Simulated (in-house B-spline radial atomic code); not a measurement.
P3+ is squeezed into an impenetrable sphere of radius R (the orbitals vanish at R). Computed with an all-electron radial atomic-structure program (B-spline basis): Dirac-Kohn-Sham LDA VWN5, spherical fractional occupations, Fermi nucleus of rms radius 3.1889 fm.

Energies in eV above the free ion in [Ne] 3s2:

| R (bohr) | highest level (eV) | [Ne] 3s2 | [He] 2s2 2p5 3s2 3d1 | [He] 2s1 2p6 3s2 3d1 |
| --- | --- | --- | --- | --- |
| 9.81 | -45.7 | 0 | 151.9 | 199 |
| 6.05 | -45.7 | 0.001043 | 152 | 199.1 |
| 4.74 | -45.7 | 0.05075 | 152.2 | 199.3 |
| 4.46 | -45.6 | 0.1116 | 152.4 | 199.5 |
| 3.49 | -44.4 | 1.467 | 154.9 | 202 |
| 3.04 | -42.3 | 4.453 | 159.5 | 206.6 |
| 2.74 | -39.2 | 9.122 | 166.1 | 213.3 |
| 2.28 | -28.4 | 26.99 | 190.2 | 237.5 |
| 1.62 | 31.6 | 138.1 | 329.8 | 377.9 |
| 1.38 | 96.3 | 270.1 | 487.4 | 536.4 |

(1) Does [He] 2s2 2p5 3s2 3d1 fall below [Ne] 3s2 under compression?

(2) Does [He] 2s1 2p6 3s2 3d1 fall below [Ne] 3s2 under compression?

The highest level is first positive in the row R = 1.62 bohr, pushed up by confinement above the zero of the free ion's potential. Each configuration is held fixed and needn't be the lowest in the sphere.

Answers

(1) No, it stays above over the whole range.

(2) No, it stays above over the whole range.
